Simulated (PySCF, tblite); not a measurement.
Species: C6H10O2.
Atom-mapped SMILES: `[CH3:1][CH2:2]/[CH:3]=[CH:4]\[C:5](=[O:6])[O:7][CH3:8]` (hydrogens: H9, H10, H11 on C1; H12, H13 on C2; H14 on C3; H15 on C4; H16, H17, H18 on C8)

Computed with GFN2-xTB (tblite), gas phase: Langevin dynamics at 200 K from the optimised GFN2-xTB geometry, time step 0.5 fs, friction 0.01 fs⁻¹, 2000 steps. Over the second half of the run the saved frames average 177 K.

Frame at 250 fs, instantaneous temperature 204 K:
```
atom  x, y, z in Å
C1     -3.113   -0.870    0.125
C2     -1.912   -0.114    0.552
C3     -1.151    0.441   -0.607
C4      0.171    0.448   -0.816
C5      1.236   -0.039    0.094
O6      1.050   -0.409    1.243
O7      2.448   -0.048   -0.534
C8      3.574   -0.473    0.173
H9     -3.763   -1.258    0.925
H10    -3.774   -0.202   -0.526
H11    -2.964   -1.755   -0.532
H12    -1.272   -0.790    1.115
H13    -2.267    0.712    1.232
H14    -1.784    0.877   -1.375
H15     0.500    0.873   -1.761
H16     3.707   -1.576    0.139
H17     3.629   -0.115    1.229
H18     4.400   -0.081   -0.442
```

Frame at 425 fs, instantaneous temperature 162 K:
```
atom  x, y, z in Å
C1     -2.650   -1.112    0.325
C2     -1.520   -0.173    0.672
C3     -0.805    0.235   -0.563
C4      0.511    0.224   -0.786
C5      1.536   -0.159    0.204
O6      1.227   -0.454    1.328
O7      2.717   -0.307   -0.398
C8      3.776   -0.944    0.332
H9     -3.194   -1.316    1.217
H10    -3.271   -0.674   -0.503
H11    -2.212   -2.023   -0.079
H12    -0.911   -0.581    1.436
H13    -1.835    0.787    1.093
H14    -1.484    0.425   -1.434
H15     0.930    0.502   -1.753
H16     3.498   -2.020    0.444
H17     3.978   -0.524    1.310
H18     4.636   -0.732   -0.281
```

Frame at 625 fs, instantaneous temperature 163 K:
```
atom  x, y, z in Å
C1     -3.036   -0.555    0.133
C2     -1.605   -0.171    0.493
C3     -0.805   -0.062   -0.728
C4      0.518   -0.122   -0.843
C5      1.377   -0.311    0.328
O6      1.140   -0.454    1.506
O7      2.626   -0.393   -0.151
C8      3.697   -0.674    0.770
H9     -3.664   -0.656    1.021
H10    -3.550    0.121   -0.518
H11    -3.031   -1.530   -0.309
H12    -1.196   -0.980    1.091
H13    -1.562    0.785    1.063
H14    -1.407   -0.020   -1.609
H15     1.044   -0.063   -1.768
H16     4.113   -1.673    0.461
H17     3.310   -0.585    1.808
H18     4.400    0.102    0.606
```

Frame at 800 fs, instantaneous temperature 153 K:
```
atom  x, y, z in Å
C1     -3.068   -0.484    0.093
C2     -1.534   -0.370    0.336
C3     -0.734   -0.029   -0.877
C4      0.592   -0.052   -0.893
C5      1.437   -0.438    0.287
O6      0.993   -0.616    1.417
O7      2.727   -0.525   -0.037
C8      3.688   -0.605    1.019
H9     -3.576   -0.514    1.081
H10    -3.534    0.347   -0.487
H11    -3.245   -1.404   -0.429
H12    -1.225   -1.311    0.654
H13    -1.287    0.351    1.123
H14    -1.208    0.257   -1.738
H15     1.166    0.193   -1.756
H16     3.198   -0.667    1.964
H17     4.218    0.344    0.952
H18     4.351   -1.478    0.871
```

Frame at 1000 fs, instantaneous temperature 207 K:
```
atom  x, y, z in Å
C1     -2.985   -0.224    0.036
C2     -1.516   -0.380    0.325
C3     -0.616    0.093   -0.814
C4      0.711   -0.021   -0.841
C5      1.550   -0.341    0.313
O6      1.337   -0.114    1.466
O7      2.538   -1.197   -0.122
C8      3.357   -1.699    0.915
H9     -3.513   -0.669    0.851
H10    -3.253    0.792    0.028
H11    -3.263   -0.673   -0.908
H12    -1.300   -1.375    0.624
H13    -1.167    0.218    1.159
H14    -1.180    0.579   -1.637
H15     1.324    0.158   -1.713
H16     2.858   -1.404    1.849
H17     4.365   -1.298    0.765
H18     3.366   -2.808    0.763
```

Problem. What do single points at PBE0/pcSseg-1 (PySCF, gas phase) give on these frames?

Solution. 
| t (fs) | GFN2-xTB E above start (eV) | DFT E above lowest frame (eV) | HOMO (eV) | LUMO (eV) | dipole (D) |
| --- | --- | --- | --- | --- | --- |
| 250 | 0.33 | 0.00 | -7.78 | -1.28 | 1.27 |
| 425 | 0.39 | 0.13 | -7.53 | -0.94 | 1.19 |
| 625 | 0.28 | 0.07 | -7.72 | -1.10 | 1.23 |
| 800 | 0.35 | 0.15 | -7.69 | -1.07 | 1.21 |
| 1000 | 0.52 | 0.36 | -7.53 | -1.19 | 1.08 |

The two levels order the frames alike by energy but for pairs within 0.08 eV at one level; measured from each level's lowest frame they differ by 0.12 eV at most. The HOMO–LUMO gap runs from 6.34 to 6.62 eV. These are instantaneous structures, not minima.

Problem. And the isotropic GIAO shieldings (ppm) from the same runs?

Solution. 
| atom | 250 fs | 425 fs | 625 fs | 800 fs | 1000 fs | mean | range |
| --- | --- | --- | --- | --- | --- | --- | --- |
| C1 | 167.5 | 168.9 | 171.9 | 169.6 | 177.6 | 171.1 | 10.1 |
| C2 | 159.8 | 161.4 | 160.5 | 159.3 | 163.1 | 160.8 | 3.8 |
| C3 | 20.3 | 19.8 | 21.4 | 26.5 | 23.9 | 22.4 | 6.7 |
| C4 | 59.6 | 60.6 | 61.2 | 59.0 | 60.6 | 60.2 | 2.2 |
| C5 | 9.6 | 13.7 | 15.7 | 9.4 | 13.1 | 12.3 | 6.3 |
| O6 | -109.5 | -80.0 | -59.9 | -102.1 | -80.6 | -86.4 | 49.6 |
| O7 | 136.4 | 151.5 | 127.5 | 146.8 | 125.4 | 137.5 | 26.1 |
| C8 | 133.9 | 132.1 | 134.1 | 134.8 | 135.9 | 134.2 | 3.8 |
| H9 | 30.0 | 30.7 | 30.5 | 29.8 | 31.1 | 30.4 | 1.3 |
| H10 | 29.6 | 30.0 | 31.1 | 30.1 | 31.6 | 30.5 | 2.0 |
| H11 | 30.2 | 30.8 | 31.2 | 30.8 | 30.9 | 30.8 | 1.0 |
| H12 | 27.7 | 27.8 | 28.3 | 29.8 | 30.5 | 28.8 | 2.8 |
| H13 | 28.8 | 30.0 | 28.7 | 28.5 | 28.5 | 28.9 | 1.5 |
| H14 | 25.1 | 24.8 | 25.5 | 25.7 | 24.9 | 25.2 | 0.9 |
| H15 | 25.7 | 25.8 | 25.6 | 26.0 | 25.7 | 25.8 | 0.4 |
| H16 | 27.7 | 27.3 | 27.4 | 26.7 | 25.2 | 26.9 | 2.5 |

The cost below is that of the whole dynamics run. The run took 11 s wall on one thread of an Intel Xeon Platinum 8488C, on a shared host, and the process peaked at 0.18 GiB of memory.
